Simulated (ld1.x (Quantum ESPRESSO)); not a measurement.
**Reading a pseudo-wave (aluminium (Al))**

Columns: radius, all-electron u(r) and pseudo u(r) of the 3p shell (level -17.15 eV) of aluminium in the configuration [He] 2s2 2p6 3s1 3p0; PBEsol, non-relativistic, PAW scheme, ld1.x (Quantum ESPRESSO) 7.5.

```csv
r (bohr),all-electron,pseudo
0.053,0.0390,0.0151
0.105,0.1115,0.0568
0.158,0.1847,0.1197
0.210,0.2418,0.1914
0.262,0.2802,0.2615
0.315,0.3001,0.3207
0.368,0.3027,0.3588
0.420,0.2912,0.3711
0.473,0.2680,0.3575
0.525,0.2365,0.3217
0.578,0.1977,0.2684
0.630,0.1550,0.2065
0.683,0.1083,0.1402
0.735,0.0605,0.0770
0.788,0.0107,0.0172
0.840,-0.0382,-0.0366
0.893,-0.0876,-0.0875
0.945,-0.1352,-0.1352
0.998,-0.1822,-0.1822
1.050,-0.2267,-0.2267
1.102,-0.2693,-0.2693
1.155,-0.3106,-0.3106
1.208,-0.3496,-0.3496
1.260,-0.3857,-0.3857
1.313,-0.4201,-0.4201
1.365,-0.4515,-0.4515
```

How many radial nodes do the two functions have?

The all-electron 3p function has n − l − 1 = 1; the pseudo-wave has 1, since 1 lower shell of the same l stays in the valence.

At about which radius was the pseudo-wave matched?

0.95 bohr. The columns agree to 0.0005 from 0.89 bohr on; several derivatives are matched, so the curves merge somewhat inside the radius.

Is the pseudo-wave norm-conserving?

No, it belongs to a PAW set: the norm inside the radius is not constrained, and the difference is carried by the augmentation charge.
